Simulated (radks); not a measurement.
Q: These are the eigenvalues of the occupied orbitals of an atom or ion with whole-number occupations (hartree). Method: Dirac Kohn-Sham, PBE, spin-unpolarised, spherical densities, finite nucleus; Fermi nuclear charge, rms radius of each element as measured or else 0.836 A^(1/3) + 0.57 fm; computed with a radial shooting solver on a logarithmic mesh with Libxc functionals.

1s1/2: -1423.631
2s1/2: -227.2678
2p1/2: -214.3935
2p3/2: -199.2117
3s1/2: -49.28817
3p1/2: -43.85905
3p3/2: -40.89994
3d3/2: -31.38907
3d5/2: -30.75600
4s1/2: -10.63683
4p1/2: -8.63857
4p3/2: -8.00880
4d3/2: -4.73233
4d5/2: -4.62293
5s1/2: -2.26382
5p1/2: -1.71100
5p3/2: -1.61380

Which element is it, and in what charge state? The configuration may be excited. Open shells, if any, fill j = l - 1/2 first.

A: Z = 57, lanthanum, charge +3: La3+ in [Xe]. The list shows which subshells hold electrons but not how many an open one holds; the 1s level, -1423.6 hartree, gives Z - s = 53.4 by -(Z - s)^2/2, which with screening and relativity narrows Z to a few neighbours, and the depths of the outer levels then fix element, charge and occupations together.
